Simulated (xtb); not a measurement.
CHBFNO, SMILES O=C=NBF. All values are semi-empirical tight-binding results from xtb (GFN2-xTB unless named), good for trends rather than for accurate numbers. Coordinates come from a GFN2-xTB optimisation. Other conformers were not sampled.

The point group as xtb finds it comes out as Cs, the orbital gap comes out as 4.92 eV and the dipole moment is 1.06 D. The zero-point energy is 17.8 kcal/mol. The G − E(el) at 298.15 K (modified RRHO) comes out as -0.1 kcal/mol, the static polarisability (D4 model) is 35.7 bohr³ and the solvation energy, GFN2-xTB/ALPB(water) is -0.7 kcal/mol. The solvation energy, GFN2-xTB/ALPB(hexane) is -2.5 kcal/mol.

Computed IR lines (harmonic; lines under 4 % of the strongest left out, lines within 3 cm⁻¹ merged):
ν (cm⁻¹): 510 (w), 530 (w), 728 (w), 1242 (m), 1598 (w), 2516 (vs), 2674 (w) (against the strongest line: vs over 80 %, s over 45 %, m over 15 %, w over 4 %, vw less)
